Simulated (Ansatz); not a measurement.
Consider the formal exchange of groups at the Si–N bond: `C[Si](N)(N)F` + `NC(N)(O)F` → `C[Si](N)(O)F` + `NC(N)(N)F`.

Computed with Ansatz on PBE0-D4/def2-TZVP structures; ΔE is electronic, products minus reactants. CBS: MP2 limit from def2 TZ/QZ plus the TZ coupled-cluster correction, frozen cores. DFT in def2-TZVPP. HSE06 is defined as in plane-wave codes. One conformer a species, not always the lowest.

```tsv
level	ΔE (kcal/mol)
PBE-D4	-9.2
HSE06	-9.2
CCSD/def2-SVP	-8.7
HF/CBS(def2)	-10.0
```

Problem. What does CCSD(T)/CBS give? (An estimate is asked.)

Solution. Ansatz gave: -10.4 kcal/mol. The listed levels differ from it by 1.2, 1.2, 1.7, 0.4 kcal/mol.

Problem. What do rigid-rotor, harmonic-oscillator terms from PBE0-D4/def2-TZVP frequencies (298.15 K, 1 bar) make of the CCSD(T)/CBS value? (Estimate.)

Solution. The calculation gave: ΔZPE = +0.3 kcal/mol, ΔH = -10.1 kcal/mol, ΔS = 0 J/(mol·K), ΔG = -10.1 kcal/mol.

Largest T1 diagnostic among the species: 0.011.

At CCSD(T), def2-SVP lies +1.7 kcal/mol from the extrapolated value and def2-TZVPP +0.3 kcal/mol. Leaving LDA and LC-ωPBE aside and taking each functional with its dispersion term where it has one, the values, not all of them listed here, spread over 1.1 kcal/mol, from B2PLYP to HSE06-D4.

CCSD(T)/CBS has its own doubt, a few kJ/mol and more with outer-core shells, so smaller differences from it don't rank the levels.
